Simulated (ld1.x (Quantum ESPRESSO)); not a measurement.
**Configuration tests for technetium (TM)**

- Element: Tc
- Generator: ld1.x (Quantum ESPRESSO) 7.5
- Type: norm-conserving Troullier–Martins (Kleinman–Bylander form)
- Functional: PBE
- Relativity: scalar-relativistic
- Frozen core: [Kr]
- Valence charge: 7
- Reference configuration: 4d5 5s1.75 5p0 (charge +0.25)
- Partial waves: 5s (bound): rc 3.10 bohr; 5p (bound, empty): rc 4.30 bohr; 4d (bound): rc 2.90 bohr
- Local potential: all-electron potential smoothed inside 3.44 bohr (lloc = -1)
- Core correction: Bessel-smoothed model core, default radius (core density twice the valence density)

Energies are relative to the spin-unpolarised reference configuration 4d5 5s1.75 5p0; without spin polarisation the order of configurations can differ from experiment.

```
valence configuration  charge  ΔE all-electron (eV)  error AE − PS (meV)
          4d5 5s2 5p0       0                -1.448                 +0.1
          4d5 5s1 5p0      +1                 6.705                 -5.1
          4d5 5s0 5p0      +2                21.556                  -49
          4d6 5s0 5p0      +1                 4.717                  -70
          4d4 5s2 5p1       0                 5.157                  -54
          4d3 5s0 5p0      +4                92.297                 -668
```

Question: What are ΔE and the potential's error for 4d5 5s0 5p2?

Answer: ΔE = 6.263 eV all-electron; the error (AE − PS) is +0.8 meV.
